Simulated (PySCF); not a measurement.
F2HOS, charge +1.

```xyz
5

O      1.4165     0.1661     0.0000
S      0.0097    -0.4638     0.0000
F     -0.7235     0.2745    -1.1688
F     -0.7235     0.2745     1.1688
H      1.5349     1.1501     0.0000
```
Charge +1, spin multiplicity 1.

Geometry optimised at B3LYP-D3(BJ)/def2-SVP. The isomer is the one that the SMILES or the coordinates give; other isomers of the formula were not compared.

Method: PBE/pcSseg-2 (PySCF). Non-relativistic, no solvent.

Problem. Give the absolute GIAO shielding of each atom: isotropic value and principal components (ppm). (Estimate from the structure and the level; the computed values follow.)

Solution. 
| atom | σ(iso) | σ11 | σ22 | σ33 | span |
|---|---|---|---|---|---|
| O1 | 105.7 | -14.6 | 150.3 | 181.5 | 196.1 |
| S2 | -102.6 | -192.5 | -135.4 | 20.2 | 212.7 |
| F3 | 70.1 | -107.7 | 82.4 | 235.5 | 343.2 |
| F4 | 70.1 | -107.7 | 82.4 | 235.5 | 343.2 |
| H5 | 22.3 | 17.9 | 18.0 | 31.1 | 13.2 |
